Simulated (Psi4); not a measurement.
Input for Psi4: SAPT0/jun-cc-pV(D+d)Z on CH7ClSi (a complex), monomers drawn apart or pushed together.

```
memory 1800 MB

molecule dimer {
0 1
C     0.00177899   -0.09046503    0.20816642
H     0.38483717   -0.03687533   -0.80989607
H    -0.33411219   -1.10567794    0.41539288
H     0.79038180    0.18139651    0.90802214
H    -0.83479929    0.59879233    0.31607937
--
0 1
Si   -0.85692007    0.11165181    5.41661273
Cl    1.16041589    0.54572922    5.54040930
H    -1.51712871    1.17054646    4.63029999
H    -1.40395364    0.07032497    6.78696336
H    -1.01554650   -1.19879126    4.75880921
units angstrom
symmetry c1
no_reorient
no_com
}

set {
  basis jun-cc-pV(D+d)Z
  scf_type df
  freeze_core true
}

energy('sapt0')
```

Output:

```
[...]
==> Input File <==

--------------------------------------------------------------------------
memory 1800 MB

molecule dimer {
0 1
C     0.00177899   -0.09046503    0.20816642
H     0.38483717   -0.03687533   -0.80989607
H    -0.33411219   -1.10567794    0.41539288
H     0.79038180    0.18139651    0.90802214
H    -0.83479929    0.59879233    0.31607937
--
0 1
Si   -0.85692007    0.11165181    5.41661273
Cl    1.16041589    0.54572922    5.54040930
H    -1.51712871    1.17054646    4.63029999
H    -1.40395364    0.07032497    6.78696336
H    -1.01554650   -1.19879126    4.75880921
units angstrom
symmetry c1
no_reorient
no_com
}

set {
  basis jun-cc-pV(D+d)Z
  scf_type df
  freeze_core true
}

energy('sapt0')
--------------------------------------------------------------------------


   => Loading Basis Set <=

    Name: JUN-CC-PV(D+D)Z
    Role: ORBITAL
    Keyword: BASIS
    atoms 1         entry C          line   188 file jun-cc-pv_dpd_z.gbs
    atoms 2-5, 8-10 entry H          line    60 file jun-cc-pv_dpd_z.gbs
    atoms 6         entry SI         line   566 file jun-cc-pv_dpd_z.gbs
    atoms 7         entry CL         line   764 file jun-cc-pv_dpd_z.gbs

   => Loading Basis Set <=

    Name: JUN-CC-PV(D+D)Z
    Role: ORBITAL
    Keyword: BASIS
    atoms 1         entry C          line   188 file jun-cc-pv_dpd_z.gbs
    atoms 2-5, 8-10 entry H          line    60 file jun-cc-pv_dpd_z.gbs
    atoms 6         entry SI         line   566 file jun-cc-pv_dpd_z.gbs
    atoms 7         entry CL         line   764 file jun-cc-pv_dpd_z.gbs


  //>>>>>>>>>>>>>>>>>>>>>>>>>>>>>>>>>>>//
  //              Dimer HF             //
  //<<<<<<<<<<<<<<<<<<<<<<<<<<<<<<<<<<<//

   => Libint2 <=

    Primary   basis highest AM E, G, H:  7, 6, 3
    Auxiliary basis highest AM E, G, H:  7, 7, 4
    Onebody   basis highest AM E, G, H:  -, -, -
    Solid Harmonics ordering:            Gaussian


   => Loading Basis Set <=

    Name: JUN-CC-PV(D+D)Z
    Role: ORBITAL
    Keyword: BASIS
    atoms 1         entry C          line   188 file jun-cc-pv_dpd_z.gbs
    atoms 2-5, 8-10 entry H          line    60 file jun-cc-pv_dpd_z.gbs
    atoms 6         entry SI         line   566 file jun-cc-pv_dpd_z.gbs
    atoms 7         entry CL         line   764 file jun-cc-pv_dpd_z.gbs


         ---------------------------------------------------------
                                   SCF
               by Justin Turney, Rob Parrish, Andy Simmonett
                          and Daniel G. A. Smith
                              RHF Reference
                        1 Threads,   1716 MiB Core
         ---------------------------------------------------------

  ==> Geometry <==

    Molecular point group: c1
    Full point group: C1

    Geometry (in Angstrom), charge = 0, multiplicity = 1:

       Center              X                  Y                   Z               Mass
    ------------   -----------------  -----------------  -----------------  -----------------
         C            0.001778990000    -0.090465030000     0.208166420000    12.000000000000
         H            0.384837170000    -0.036875330000    -0.809896070000     1.007825032230
         H           -0.334112190000    -1.105677940000     0.415392880000     1.007825032230
         H            0.790381800000     0.181396510000     0.908022140000     1.007825032230
         H           -0.834799290000     0.598792330000     0.316079370000     1.007825032230
         SI          -0.856920070000     0.111651810000     5.416612730000    27.976926534650
         CL           1.160415890000     0.545729220000     5.540409300000    34.968852682000
         H           -1.517128710000     1.170546460000     4.630299990000     1.007825032230
         H           -1.403953640000     0.070324970000     6.786963360000     1.007825032230
         H           -1.015546500000    -1.198791260000     4.758809210000     1.007825032230

  Running in c1 symmetry.

  Rotational constants: A =      0.21224  B =      0.00842  C =      0.00813 [cm^-1]
  Rotational constants: A =   6362.74389  B =    252.36531  C =    243.84290 [MHz]
  Nuclear repulsion =  132.769369056469344

  Charge       = 0
  Multiplicity = 1
  Electrons    = 44
  Nalpha       = 22
  Nbeta        = 22

  ==> Algorithm <==

  SCF Algorithm Type is DF.
  DIIS enabled.
  MOM disabled.
  Fractional occupation disabled.
  Guess Type is SAD.
  Energy threshold   = 1.00e-08
  Density threshold  = 1.00e-08
  Integral threshold = 1.00e-12

  ==> Primary Basis <==

  Basis Set: JUN-CC-PV(D+D)Z
    Blend: JUN-CC-PV(D+D)Z
    Number of shells: 51
    Number of basis functions: 107
    Number of Cartesian functions: 112
    Spherical Harmonics?: true
    Max angular momentum: 2

   => Loading Basis Set <=

    Name: (JUN-CC-PV(D+D)Z AUX)
    Role: JKFIT
    Keyword: DF_BASIS_SCF
    atoms 1         entry C          line   146 file jun-cc-pvdz-jkfit.gbs
    atoms 2-5, 8-10 entry H          line    70 file jun-cc-pvdz-jkfit.gbs

[...]
410113    97A      3.446925    98A      3.547183
      99A      5.041282   100A      5.043354   101A      5.046031
     102A      5.783619   103A      5.783890   104A      5.826507
     105A      5.827114   106A      5.961941   107A     18.433793

    Final Occupation by Irrep:
              A
    DOCC [    17 ]
    NA   [    17 ]
    NB   [    17 ]

  @DF-RHF Final Energy:  -750.23306703316291

   => Energetics <=

    Nuclear Repulsion Energy =             85.9687244309194654
    One-Electron Energy =               -1209.1500301516409763
    Two-Electron Energy =                 372.9482386875586144
    Total Energy =                       -750.2330670331627971

Computation Completed


Properties will be evaluated at   0.000000,   0.000000,   0.000000 [a0]

Properties computed using the SCF density matrix


 Multipole Moments:

 ------------------------------------------------------------------------------------
     Multipole            Electronic (a.u.)      Nuclear  (a.u.)        Total (a.u.)
 ------------------------------------------------------------------------------------

 L = 1.  Multiply by 2.5417464519 to convert [e a0] to [Debye]
 Dipole X            :         -7.8419186            7.1687900           -0.6731286
 Dipole Y            :        -20.7104927           20.5651378           -0.1453549
 Dipole Z            :       -351.9042109          351.8587065           -0.0455043
 Magnitude           :                                                    0.6901455

 ------------------------------------------------------------------------------------

  Constructing Basis Sets for SAPT...

   => Loading Basis Set <=

    Name: (JUN-CC-PV(D+D)Z AUX)
    Role: RIFIT
    Keyword: DF_BASIS_SAPT
    atoms 1         entry C          line   100 file jun-cc-pvdz-ri.gbs
    atoms 2-5, 8-10 entry H          line    30 file jun-cc-pvdz-ri.gbs
    atoms 6         entry SI         line   376 file jun-cc-pvdz-ri.gbs
    atoms 7         entry CL         line   544 file jun-cc-pvdz-ri.gbs

   => Loading Basis Set <=

    Name: (JUN-CC-PV(D+D)Z AUX)
    Role: JKFIT
    Keyword: DF_BASIS_ELST
    atoms 1         entry C          line   146 file jun-cc-pvdz-jkfit.gbs
    atoms 2-5, 8-10 entry H          line    70 file jun-cc-pvdz-jkfit.gbs
    atoms 6         entry SI         line   506 file jun-cc-pvdz-jkfit.gbs
    atoms 7         entry CL         line   746 file jun-cc-pvdz-jkfit.gbs


  //>>>>>>>>>>>>>>>>>>>>>>>>>>>>>>>>>>>//
  //               SAPT0               //
  //<<<<<<<<<<<<<<<<<<<<<<<<<<<<<<<<<<<//



        SAPT0
    Ed Hohenstein
     6 June 2009

      Orbital Information
  --------------------------
    NSO        =       107
    NMO        =       107
    NRI        =       333
    NRI (Elst) =       482
    NOCC A     =         5
    NOCC B     =        17
    FOCC A     =         1
    FOCC B     =        10
    NVIR A     =       102
    NVIR B     =        90

    Elst10,r            =    -0.000054697119 [Eh]
    Exch10              =     0.000015435960 [Eh]
    Exch10 (S^2)        =     0.000015435831 [Eh]

    Maxiter = 50
    CPHF R converge = 1.000000E-08

    Iter     Energy [mEh]          dE [mEh]         Residual      Time [s]
       1      -0.00420268       0.004202682     3.296552e-04             0
       2      -0.00497794       0.000775259     9.336734e-05             0
       3      -0.00507013       0.000092185     1.924212e-05             0
       4      -0.00506058      -0.000009547     5.038416e-06             0
       5      -0.00505496      -0.000005620     6.175296e-07             0
       6      -0.00505562       0.000000664     7.559444e-08             0
       7      -0.00505558      -0.000000040     1.083952e-08             0
       8      -0.00505559       0.000000003     1.292972e-09             0

    CHF Iterations converged

    Maxiter = 50
    CPHF R converge = 1.000000E-08

    Iter     Energy [mEh]          dE [mEh]         Residual      Time [s]
       1      -0.00045535       0.000455349     8.251826e-05             0
       2      -0.00051126       0.000055907     2.943818e-05             0
       3      -0.00052129       0.000010038     5.474721e-06             0
       4      -0.00051888      -0.000002418     9.700830e-07             0
       5      -0.00051895       0.000000077     2.824711e-07             0
       6      -0.00051899       0.000000037     7.899416e-08             0
       7      -0.00051898      -0.000000007     1.947932e-08             1
       8      -0.00051898      -0.000000002     3.874024e-09             1

    CHF Iterations converged

    Ind20,r (A<-B)      =    -0.000005055586 [Eh]
    Ind20,r (B<-A)      =    -0.000000518981 [Eh]
    Ind20,r             =    -0.000005574568 [Eh]
    Exch-Ind20,r (A<-B) =     0.000000803684 [Eh]
    Exch-Ind20,r (B<-A) =     0.000000314778 [Eh]
    Exch-Ind20,r        =     0.000001118462 [Eh]
    Disp20              =    -0.000218775758 [Eh]
    Disp20 (SS)         =    -0.000109387879 [Eh]
    Disp20 (OS)         =    -0.000109387879 [Eh]
    Exch-Disp20         =     0.000001282210 [Eh]
    Exch-Disp20 (SS)    =     0.000000813979 [Eh]
    Exch-Disp20 (OS)    =     0.000000468231 [Eh]

    SAPT Results
  --------------------------------------------------------------------------------------------------------
    Electrostatics                 -0.05469712 [mEh]      -0.03432296 [kcal/mol]      -0.14360727 [kJ/mol]
      Elst10,r                     -0.05469712 [mEh]      -0.03432296 [kcal/mol]      -0.14360727 [kJ/mol]

    Exchange                        0.01543596 [mEh]       0.00968621 [kcal/mol]       0.04052711 [kJ/mol]
      Exch10                        0.01543596 [mEh]       0.00968621 [kcal/mol]       0.04052711 [kJ/mol]
      Exch10(S^2)                   0.01543583 [mEh]       0.00968613 [kcal/mol]       0.04052677 [kJ/mol]

    Induction                      -0.00514727 [mEh]      -0.00322996 [kcal/mol]      -0.01351416 [kJ/mol]
      Ind20,r                      -0.00557457 [mEh]      -0.00349809 [kcal/mol]      -0.01463603 [kJ/mol]
      Exch-Ind20,r                  0.00111846 [mEh]       0.00070185 [kcal/mol]       0.00293652 [kJ/mol]
      delta HF,r (2)               -0.00069117 [mEh]      -0.00043371 [kcal/mol]      -0.00181466 [kJ/mol]

    Dispersion                     -0.21749355 [mEh]      -0.13647926 [kcal/mol]      -0.57102923 [kJ/mol]
      Disp20                       -0.21877576 [mEh]      -0.13728386 [kcal/mol]      -0.57439567 [kJ/mol]
      Exch-Disp20                   0.00128221 [mEh]       0.00080460 [kcal/mol]       0.00336644 [kJ/mol]
      Disp20 (SS)                  -0.10938788 [mEh]      -0.06864193 [kcal/mol]      -0.28719784 [kJ/mol]
      Disp20 (OS)                  -0.10938788 [mEh]      -0.06864193 [kcal/mol]      -0.28719784 [kJ/mol]
      Exch-Disp20 (SS)              0.00081398 [mEh]       0.00051078 [kcal/mol]       0.00213710 [kJ/mol]
      Exch-Disp20 (OS)              0.00046823 [mEh]       0.00029382 [kcal/mol]       0.00122934 [kJ/mol]

  Total HF                         -0.04440843 [mEh]      -0.02786671 [kcal/mol]      -0.11659432 [kJ/mol]
  Total SAPT0                      -0.26190198 [mEh]      -0.16434597 [kcal/mol]      -0.68762355 [kJ/mol]

  Special recipe for scaled SAPT0 (see Manual):
    Electrostatics sSAPT0          -0.05469712 [mEh]      -0.03432296 [kcal/mol]      -0.14360727 [kJ/mol]
    Exchange sSAPT0                 0.01543596 [mEh]       0.00968621 [kcal/mol]       0.04052711 [kJ/mol]
    Induction sSAPT0               -0.00514724 [mEh]      -0.00322994 [kcal/mol]      -0.01351409 [kJ/mol]
    Dispersion sSAPT0              -0.21749352 [mEh]      -0.13647924 [kcal/mol]      -0.57102915 [kJ/mol]
  Total sSAPT0                     -0.26190192 [mEh]      -0.16434594 [kcal/mol]      -0.68762339 [kJ/mol]
  --------------------------------------------------------------------------------------------------------



*** Psi4 exiting successfully. Buy a developer a beer!
```

The run finished.

Cost: around 14 core-seconds (rough).
